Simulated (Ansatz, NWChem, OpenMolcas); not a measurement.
## How methods differ on CsF (SMILES [F][Cs])

The species is CsF (2 atoms), meant as a singlet with charge 0. As SMILES, `[F][Cs]`. The bond length is the measured one.

```xyz
2

F     0.0000    0.0000    0.0000
Cs    0.0000    0.0000    2.3454
```

Each level gives the vertical ionisation energy (to the doublet cation) (eV). The values are calculated.

```tsv
level	kind	program	value (eV)	less CCSD(T)/def2-TZVPP	CPU time (all runs)
HF/def2-TZVPP (core potential)	Hartree–Fock	NWChem	7.42	-1.75	10 s
SVWN5/def2-TZVPP (core potential)	LDA	Ansatz	9.94	+0.77	5.2 s
M06-L/def2-TZVPP (core potential)	meta-GGA	OpenMolcas	9.13	-0.04	28 s
TPSS/def2-TZVPP (core potential)	meta-GGA	NWChem	9.35	+0.18	81 s
M06-2X/def2-TZVPP (core potential)	hybrid meta-GGA	OpenMolcas	9.40	+0.23	27 s
r2SCAN0/def2-TZVPP (core potential)	hybrid meta-GGA	Ansatz	9.14	-0.03	29 s
BCCD(T)/def2-TZVPP (core potential)	coupled cluster or CI	Ansatz	9.17	0.00	13 s
CCSD(T)/def2-TZVPP (core potential)	coupled cluster or CI	Ansatz	9.17	0.00	8.8 s
```

Differences are taken from CCSD(T)/def2-TZVPP (core potential) for orientation; it has basis-set and higher-order errors of its own. Spin-orbit coupling, which can split open shells on such heavy atoms by tenths of an eV, is left out. The values span 7.42 to 9.94 eV. Times are those of the runs behind each value, whatever else they computed, on shared processors of several kinds: orders of magnitude only.
